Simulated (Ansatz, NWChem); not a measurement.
BBr2Cl (SMILES ClB(Br)Br): from total energies to a heat of formation

BBr2Cl has 4 atoms, charge 0, and is taken as a singlet. SMILES: `ClB(Br)Br`. Geometry: relaxed at PBE0-D4/def2-TZVP.

```jsonl
{"atom": "Cl", "x (Å)": "-0.2033", "y (Å)": "-1.6449", "z (Å)": "0.6335"}
{"atom": "B", "x (Å)": "-0.0048", "y (Å)": "-0.0390", "z (Å)": "0.0150"}
{"atom": "Br", "x (Å)": "1.2835", "y (Å)": "1.1237", "z (Å)": "0.7856"}
{"atom": "Br", "x (Å)": "-1.0754", "y (Å)": "0.5603", "z (Å)": "-1.4343"}
```

Total energies at HF/3-21G (NWChem 7.3.0); the atoms run unrestricted:

| species | state | energy (Eh) |
| --- | --- | --- |
| BBr2Cl | singlet | -5602.022165 |
| Cl | doublet | -457.276552 |
| B | doublet | -24.389762 |
| Br | doublet | -2560.035232 |

Harmonic wavenumbers at PBE0-D4/def2-TZVP, in cm⁻¹: 166, 197, 350, 410, 841, 938.

Measured heats of formation of the gaseous atoms at 298.15 K, in kJ/mol: Cl 121.3, B 570.3, Br 111.9. Spin-orbit lowering of the atoms at 298 K (mean of the ground term's levels less their thermal mean, from spectra), in kJ/mol: Cl 3.44, B 0.00, Br 14.69. Take 1 Eh = 2625.50 kJ/mol, 1 cm⁻¹ = 0.0119627 kJ/mol, RT = 2.479 kJ/mol.

Task: Work out the heat of formation of the gas at 298 K.

Result: 
1. Electronic atomisation energy: (-457.276552) + (-24.389762) + 2 × (-2560.035232) − (-5602.022165) = 0.285387 Eh = 749.3 kJ/mol.
2. Zero-point energy: half the sum of the wavenumbers, 1451 cm⁻¹ = 17.4 kJ/mol.
3. Thermal vibrational enthalpy, Σ hcν̃/(exp(hcν̃/kT) − 1): 5.1 kJ/mol. Translation, rotation and pV of a non-linear molecule: 4 RT = 9.9 kJ/mol.
4. The 4 free atoms carry 5/2 RT each: 24.8 kJ/mol.
5. Spin-orbit coupling lowers the free atoms by 3.44 + 0.00 + 2 × 14.69 = 32.8 kJ/mol.
6. Atomisation enthalpy at 298 K: 749.3 − 32.8 − 17.4 − 5.1 − 9.9 + 24.8 = 708.9 kJ/mol.
7. Sum of the atoms' heats of formation: 915.4 kJ/mol. Heat of formation: 915.4 − 708.9 = +206.5 kJ/mol.

The tabulated value is -272.0 kJ/mol (NIST-JANAF tables; in doubt, as an older value, an estimate or one at odds with other calculations), so this level is off by +478.5 kJ/mol, or 40.3 % of the atomisation enthalpy that the table implies (1187.3 kJ/mol). Hartree–Fock leaves out correlation, which is larger in the molecule than in the atoms, so it underbinds and puts the heat of formation too high. Relativity is left out. A basis without polarisation functions underbinds badly. Anharmonicity and any spin-orbit splitting of the molecule are left out.
